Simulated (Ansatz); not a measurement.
Geometry optimisation, Ansatz 0.2.0, RKS r2SCAN-D4/6-31G*.

Input file:

```yaml
crystal:
  periodic: [false, false, false]
  atoms:
    - { symbol: B, position_ang: [-1.917, -0.9655, 1.5645] }
    - { symbol: O, position_ang: [-0.6932, -0.2127, 1.4816] }
    - { symbol: Si, position_ang: [-0.1782, -0.3696, -0.1576] }
    - { symbol: Si, position_ang: [1.18499, 1.374, -0.69436] }
    - { symbol: C, position_ang: [-1.67568, -0.19625, -1.28828] }
    - { symbol: Si, position_ang: [-2.87199, -1.61735, -0.94042] }
    - { symbol: H, position_ang: [-2.9503, -0.3397, 1.3608] }
    - { symbol: H, position_ang: [-1.9524, -2.0461, 1.8472] }
    - { symbol: H, position_ang: [0.42789, -1.62135, -0.39662] }
    - { symbol: H, position_ang: [2.39657, 1.23192, 0.22865] }
    - { symbol: H, position_ang: [0.5478, 2.61214, -0.4003] }
    - { symbol: H, position_ang: [1.60204, 1.23686, -2.05934] }
    - { symbol: H, position_ang: [-2.20246, 0.71049, -1.06906] }
    - { symbol: H, position_ang: [-1.36919, -0.2493, -2.30681] }
    - { symbol: H, position_ang: [-2.16281, -2.87671, -1.19117] }
    - { symbol: H, position_ang: [-4.06791, -1.49597, -1.8109] }
    - { symbol: H, position_ang: [-3.3242, -1.56797, 0.45602] }
basis:
  gaussian: { orbitals: "6-31G*" }
hamiltonian:
  xc: r2scan
  dispersion: d4
relax:
  f_tol: 0.015
  max_steps: 40
```

Launched with:

```bash
$ ansatz run input.yaml --threads 2 --pin off --max-ram 3072MiB --backend cpu --events-out ev --progress --plain --runs-dir out
```

Problem. Where does it end, and by what steps?

Solution. It converged. The force dipped under the threshold on the way, but the program's further checks kept it going. After 18 steps the energy has fallen by 1.811 eV; H7 moved furthest, 1.94 Å.

```json
{"step": "0", "energy less start (eV)": "0.0000", "largest force component (eV/Å)": "4.351", "accepted": "yes"}
{"step": "1", "energy less start (eV)": "-0.8992", "largest force component (eV/Å)": "1.621", "accepted": "yes"}
{"step": "2", "energy less start (eV)": "-1.2351", "largest force component (eV/Å)": "0.846", "accepted": "yes"}
{"step": "3", "energy less start (eV)": "-1.4340", "largest force component (eV/Å)": "0.529", "accepted": "yes"}
{"step": "4", "energy less start (eV)": "-1.5383", "largest force component (eV/Å)": "0.545", "accepted": "yes"}
{"step": "5", "energy less start (eV)": "-1.6076", "largest force component (eV/Å)": "0.393", "accepted": "yes"}
{"step": "6", "energy less start (eV)": "-1.6655", "largest force component (eV/Å)": "0.366", "accepted": "yes"}
{"step": "7", "energy less start (eV)": "-1.7096", "largest force component (eV/Å)": "0.417", "accepted": "yes"}
{"step": "8", "energy less start (eV)": "-1.7451", "largest force component (eV/Å)": "0.483", "accepted": "yes"}
{"step": "9", "energy less start (eV)": "-1.7455", "largest force component (eV/Å)": "0.971", "accepted": "yes"}
{"step": "10", "energy less start (eV)": "-1.7951", "largest force component (eV/Å)": "0.150", "accepted": "yes"}
{"step": "11", "energy less start (eV)": "-1.8075", "largest force component (eV/Å)": "0.139", "accepted": "yes"}
{"step": "12", "energy less start (eV)": "-1.7921", "largest force component (eV/Å)": "0.447", "accepted": "no"}
{"step": "13", "energy less start (eV)": "-1.8099", "largest force component (eV/Å)": "0.035", "accepted": "yes"}
{"step": "14", "energy less start (eV)": "-1.8107", "largest force component (eV/Å)": "0.014", "accepted": "yes"}
{"step": "15", "energy less start (eV)": "-1.8110", "largest force component (eV/Å)": "0.033", "accepted": "yes"}
{"step": "16", "energy less start (eV)": "-1.8109", "largest force component (eV/Å)": "0.066", "accepted": "no"}
{"step": "17", "energy less start (eV)": "-1.8113", "largest force component (eV/Å)": "0.009", "accepted": "yes"}
{"step": "18", "energy less start (eV)": "-1.8114", "largest force component (eV/Å)": "0.008", "accepted": "yes"}
```

```xyz
17
Properties=species:S:1:pos:R:3
B -1.576 -0.861 2.196
O -1.209 0.003 1.218
Si -0.430 -0.308 -0.248
Si 1.170 1.370 -0.559
C -1.727 -0.312 -1.603
Si -3.061 -1.626 -1.372
H -2.171 -0.416 3.139
H -1.298 -2.033 2.104
H 0.215 -1.655 -0.180
H 2.175 1.382 0.542
H 0.520 2.710 -0.626
H 1.886 1.135 -1.848
H -2.197 0.680 -1.660
H -1.226 -0.484 -2.568
H -2.441 -2.981 -1.375
H -4.073 -1.562 -2.464
H -3.763 -1.434 -0.072
```

Whether the end is a true minimum wasn't checked by a vibrational analysis.

Run time: 2.6 min on 2 threads of Arm Neoverse V1, with other jobs on the host, peak memory 0.22 GiB.
